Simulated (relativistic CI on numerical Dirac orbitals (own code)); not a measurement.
**Electric-dipole transitions in Xe²⁷⁺**

Computed by Dirac-Coulomb-Breit CI, orbitals from a KLI potential per configuration, model QED (radiative potential, 1s self-energy scaled to tabulated hydrogen-like ionisation energies), unscaled Slater integrals (own radial code, finite nucleus).

Configurations in the expansion (outside the closed core [Ne]): 3s²3p⁶3d⁹, 3s²3p⁵3d¹⁰, 3s3p⁶3d¹⁰, 3s²3p⁶3d⁸4s, 3s²3p⁶3d⁸4p, 3s²3p⁶3d⁸4d, 3s²3p⁴3d¹⁰4s, 3s²3p⁶3d⁸4f, 3s²3p⁵3d⁹4s, 3s²3p⁴3d¹⁰4p, 3s²3p⁶3d⁷4s², 3s²3p⁵3d⁹4p, 3s²3p⁴3d¹⁰4d, 3s3p⁵3d¹⁰4s, 3s²3p⁶3d⁷4s4p, 3s²3p⁶3d⁸5s, 3s3p⁵3d¹⁰4p, 3s²3p⁶3d⁷4p², 3s²3p⁵3d⁹4d, 3s²3p⁶3d⁸5p, 3s3p⁶3d⁹4s, 3s²3p⁶3d⁷4s4d, 3s²3p⁶3d⁸5d, 3s3p⁵3d¹⁰4d, 3s²3p⁶3d⁷4p4d, 3p⁶3d¹⁰4s, 3s3p⁶3d⁹4p, 3s²3p⁵3d⁸4s², 3s²3p⁵3d⁹4f, 3s²3p⁶3d⁸5f, 3s²3p⁶3d⁸5g, 3p⁶3d¹⁰4p, 3s²3p⁵3d⁸4s4p, 3s²3p⁶3d⁷4d², 3s²3p⁶3d⁸6s, 3s3p⁶3d⁹4d. Levels of other configurations are missing.

```tsv
λ vac (nm)	Lower	Upper	A (s⁻¹)	E lower (eV)	E upper (eV)
1.1896	3s²3p⁶3d⁹ ²D5/2 [1]	3s²3p⁵3d⁹4d ⁴D°7/2 [346]	4.86e+12	0.00	1042.24
1.1947	3s²3p⁶3d⁹ ²D5/2 [1]	3s²3p⁵3d⁹4d ⁴P°3/2 [335]	7.24e+12	0.00	1037.79
1.2005	3s²3p⁶3d⁹ ²D5/2 [1]	3s²3p⁵3d⁹4d ²F°7/2 [324]	4.22e+12	0.00	1032.73
1.3611	3s²3p⁶3d⁹ ²D3/2 [2]	3s²3p⁶3d⁸4f ²F°5/2 [233]	4.08e+13	13.53	924.42
1.3666	3s²3p⁶3d⁹ ²D5/2 [1]	3s²3p⁶3d⁸4f ²F°7/2 [224]	6.56e+13	0.00	907.22
1.3682	3s²3p⁶3d⁹ ²D5/2 [1]	3s²3p⁶3d⁸4f ²D°5/2 [223]	5.95e+13	0.00	906.16
1.3713	3s²3p⁶3d⁹ ²D5/2 [1]	3s²3p⁶3d⁸4f ²P°3/2 [222]	2.22e+13	0.00	904.16
1.3725	3s²3p⁶3d⁹ ²D3/2 [2]	3s²3p⁶3d⁸4f ²D°3/2 [228]	6.33e+13	13.53	916.87
1.3733	3s²3p⁶3d⁹ ²D5/2 [1]	3s²3p⁶3d⁸4f ²P°3/2 [220]	2.59e+13	0.00	902.80
1.3751	3s²3p⁶3d⁹ ²D3/2 [2]	3s²3p⁶3d⁸4f ²F°5/2 [226]	3.01e+13	13.53	915.18
1.3825	3s²3p⁶3d⁹ ²D3/2 [2]	3s²3p⁶3d⁸4f ²P°1/2 [225]	5.00e+13	13.53	910.34
1.3841	3s²3p⁶3d⁹ ²D5/2 [1]	3s²3p⁵3d⁹4s ²F°5/2 [203]	3.07e+12	0.00	895.76
1.4009	3s²3p⁶3d⁹ ²D5/2 [1]	3s²3p⁶3d⁸4f ²F°5/2 [174]	2.96e+12	0.00	885.04
1.4054	3s²3p⁶3d⁹ ²D3/2 [2]	3s²3p⁵3d⁹4s ²F°5/2 [203]	3.55e+12	13.53	895.76
1.4076	3s²3p⁶3d⁹ ²D5/2 [1]	3s²3p⁵3d⁹4s ²D°5/2 [163]	4.26e+12	0.00	880.83
1.4087	3s²3p⁶3d⁹ ²D5/2 [1]	3s²3p⁶3d⁸4f ⁴G°7/2 [161]	2.36e+12	0.00	880.13
1.4308	3s²3p⁶3d⁹ ²D5/2 [1]	3s²3p⁵3d⁹4s ²F°7/2 [135]	3.77e+12	0.00	866.53
1.7796	3s²3p⁶3d⁹ ²D5/2 [1]	3s²3p⁶3d⁸4p ²F°7/2 [38]	1.67e+12	0.00	696.70
4.0091	3s²3p⁶3d⁹ ²D3/2 [2]	3s²3p⁵3d¹⁰ ²P°1/2 [4]	1.23e+12	13.53	322.78
4.0101	3s²3p⁶3d⁸4s ²G7/2 [18]	3s²3p⁵3d⁹4s ²F°5/2 [259]	1.64e+12	643.14	952.33
4.0113	3s²3p⁶3d⁸4s ²G9/2 [17]	3s²3p⁵3d⁹4s ²F°7/2 [258]	1.60e+12	642.98	952.07
4.0164	3s²3p⁶3d⁸4p ²H°11/2 [54]	3s²3p⁵3d⁹4p ²G9/2 [303]	1.81e+12	714.63	1023.33
4.0187	3s²3p⁶3d⁸4p ²H°9/2 [37]	3s²3p⁵3d⁹4p ²G7/2 [283]	1.63e+12	695.91	1004.43
4.7699	3s²3p⁶3d⁸4s ⁴F9/2 [6]	3s²3p⁵3d⁹4s ⁴D°7/2 [159]	7.59e+11	618.94	878.87
4.7730	3s²3p⁶3d⁸4p ⁴G°11/2 [31]	3s²3p⁵3d⁹4p ⁴F9/2 [257]	7.61e+11	691.78	951.53
4.7784	3s²3p⁶3d⁸4p ²G°9/2 [23]	3s²3p⁵3d⁹4p ²F7/2 [235]	7.70e+11	673.24	932.71
4.8096	3s²3p⁶3d⁹ ²D5/2 [1]	3s²3p⁵3d¹⁰ ²P°3/2 [3]	6.68e+11	0.00	257.79
5.0530	3s²3p⁶3d⁸4s ²D5/2 [8]	3s²3p⁵3d⁹4s ²D°5/2 [143]	4.91e+11	625.36	870.73
5.0645	3s²3p⁶3d⁸4s ⁴F9/2 [6]	3s²3p⁵3d⁹4s ⁴F°9/2 [134]	2.77e+11	618.94	863.75
11.814	3s²3p⁶3d⁸4p ⁴G°7/2 [27]	3s²3p⁶3d⁸4d ⁴H9/2 [87]	1.27e+11	685.37	790.31
11.888	3s²3p⁶3d⁸4p ²G°9/2 [23]	3s²3p⁶3d⁸4d ²H11/2 [69]	1.45e+11	673.24	777.53
12.024	3s²3p⁶3d⁸4p ²H°9/2 [37]	3s²3p⁶3d⁸4d ²I11/2 [105]	1.40e+11	695.91	799.02
13.964	3s²3p⁶3d⁸4p ⁴G°11/2 [31]	3s²3p⁶3d⁸4d ⁴H13/2 [72]	1.09e+11	691.78	780.56
13.977	3s²3p⁶3d⁸4p ⁴G°9/2 [45]	3s²3p⁶3d⁸4d ⁴H11/2 [92]	1.09e+11	705.03	793.73
14.039	3s²3p⁶3d⁸4p ⁴F°9/2 [33]	3s²3p⁶3d⁸4d ⁴G11/2 [75]	7.55e+10	693.48	781.79
14.077	3s²3p⁶3d⁸4p ²H°11/2 [54]	3s²3p⁶3d⁸4d ²I13/2 [112]	1.06e+11	714.63	802.71
16.634	3s²3p⁶3d⁸4s ⁴F9/2 [6]	3s²3p⁶3d⁸4p ⁴F°9/2 [33]	3.03e+10	618.94	693.48
16.666	3s²3p⁶3d⁸4s ²D5/2 [8]	3s²3p⁶3d⁸4p ²F°7/2 [40]	4.45e+10	625.36	699.75
16.722	3s²3p⁶3d⁸4s ²F7/2 [7]	3s²3p⁶3d⁸4p ²D°5/2 [36]	4.35e+10	620.88	695.02
16.889	3s²3p⁶3d⁸4s ⁴P5/2 [13]	3s²3p⁶3d⁸4p ⁴D°7/2 [52]	4.88e+10	637.87	711.28
17.022	3s²3p⁶3d⁸4s ⁴F9/2 [6]	3s²3p⁶3d⁸4p ⁴G°11/2 [31]	5.00e+10	618.94	691.78
17.030	3s²3p⁶3d⁸4s ²F7/2 [7]	3s²3p⁶3d⁸4p ²F°7/2 [34]	3.31e+10	620.88	693.68
17.045	3s²3p⁶3d⁸4s ⁴F7/2 [10]	3s²3p⁶3d⁸4p ⁴G°9/2 [45]	4.96e+10	632.29	705.03
17.304	3s²3p⁶3d⁸4s ²G9/2 [17]	3s²3p⁶3d⁸4p ²H°11/2 [54]	4.78e+10	642.98	714.63
23.416	3s²3p⁶3d⁸4s ⁴F9/2 [6]	3s²3p⁶3d⁸4p ⁴D°7/2 [22]	1.49e+10	618.94	671.89
```

Terms are leading LS components. Brackets give the number of a level in order of energy, since labels repeat. The list gives strong lines, with weight on those to low levels, without lines whose two gauges differ by over a factor of 2.5, among the lowest 400 of 3974 levels, so that lines to higher ones, which can be the strongest, are missing. Levels whose partners in the same complex of configurations lie outside the list can be far off, and so can their lines. Rates are taken at the computed energies, electric ones in the length gauge.

At this charge energies of transitions that change n are usually good to better than 1 %, and those within a shell (Δn = 0) to a few per cent.

LS names give the leading component of a level, which can be under half, so a name can repeat, a term be missing and a line seem to break the LS rules.
